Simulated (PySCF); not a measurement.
Identify the compound

An unknown has the formula C7H9NSi. Its calculated NMR data are:

1H NMR (600 MHz, computed): δ 8.57 (d, 2H), 7.06 (d, 2H), 3.51 (m, 1H), 0.95 (m, 2H), 0.92 (m, 2H).

13C{1H} NMR (computed): δ 152.0 (2C), 145.6, 131.2 (2C), 0.6 (2C).

All values are calculated (PySCF): geometry: PBE0-D3(BJ)/def2-SVP, GIAO PBE/pcSseg-1 shieldings. Isolated molecule, one averaged value for each set of equivalent atoms, a single conformation, relativity neglected.

δ = σ(ref) − σ, references computed at the same level: TMS for 1H and 13C.

Question: What is the structure?

Answer: 
The formula gives 5 degrees of unsaturation (2 rings in the answer). 4 carbon signals for 7 carbons: some carbons are equivalent by symmetry or fast rotation. Carbon types of the structure: 1 × C, 4 × CH, 2 × CH2, leaving 1 H on heteroatoms. δC 152.0: aromatic CH next to a ring nitrogen; the adjacent pyridine-type nitrogen withdraws density from it. δC 145.6: substituted aromatic carbon. δC 131.2: aromatic CH; the aromatic region. δC 0.6: three-membered-ring carbon; carbons of three-membered rings are unusually shielded. δH 8.57: hydrogen on an aromatic CH next to a ring nitrogen; ring current plus the neighbouring ring nitrogen. δH 7.06: hydrogen on an aromatic CH; aromatic region. δH 0.95, 0.92: hydrogen on a three-membered-ring carbon; cyclopropane-type protons are shielded by the ring.

Structure: `c1cc([SiH]2CC2)ccn1`.

This is the structure that produced the data.

Shifts are as computed. Against solution values, carbons near 30 ppm lie about +2 ppm off and those near 130 ppm about +2 ppm. Of 1309 compounds with measured shifts, 239 miss one by over three times the rms of a fit or turn the order of signals round; such compounds aren't used in these exercises. Multiplicities follow the n + 1 count of equivalent neighbours, as no J values were calculated; m marks all less simple cases, F and P coupling included.
